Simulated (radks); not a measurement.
Isoelectronic series with 46 electrons, all held in the configuration [Kr] 4d10, which need not be the ground one along the series. Method: Dirac Kohn-Sham, BLYP, spin-unpolarised, spherical densities, point nucleus; computed with a radial shooting solver on a logarithmic mesh with Libxc functionals. Total energies (hartree) and orbital eigenvalues (Ry):

\begin{tabular}{lrrrrr}
ion & E (hartree) & 4d5/2 & 4d3/2 & 4p3/2 & 4p1/2 \\ \hline
Pd & -5047.51045 & -0.28365 & -0.31566 & -3.65807 & -3.98573 \\
Ag+ & -5317.53547 & -1.12887 & -1.17056 & -4.78781 & -5.16320 \\
Cd2+ & -5595.65654 & -2.20927 & -2.26204 & -6.16871 & -6.59862 \\
In3+ & -5881.87368 & -3.48319 & -3.54851 & -7.75162 & -8.24323 \\
Sn4+ & -6176.20376 & -4.92979 & -5.00922 & -9.51236 & -10.07317 \\
Sb5+ & -6478.67337 & -6.53676 & -6.63195 & -11.43703 & -12.07492 \\
Te6+ & -6789.31569 & -8.29612 & -8.40886 & -13.51692 & -14.24017 \\
I7+ & -7108.16882 & -10.20240 & -10.33458 & -15.74622 & -16.56357 \\
Xe8+ & -7435.27483 & -12.25166 & -12.40528 & -18.12085 & -19.04157 \\
Cs9+ & -7770.6792 & -14.44094 & -14.61815 & -20.63788 & -21.67174 \\
Ba10+ & -8114.4306 & -16.76799 & -16.97104 & -23.29511 & -24.45247 \\
La11+ & -8466.5804 & -19.23100 & -19.46232 & -26.09087 & -27.38269 \\
Ce12+ & -8827.1829 & -21.82857 & -22.09067 & -29.02389 & -30.46173 \\
Pr13+ & -9196.2949 & -24.55952 & -24.85510 & -32.09316 & -33.68928 \\
Nd14+ & -9573.9760 & -27.42290 & -27.75477 & -35.29790 & -37.06522 \\
\end{tabular}
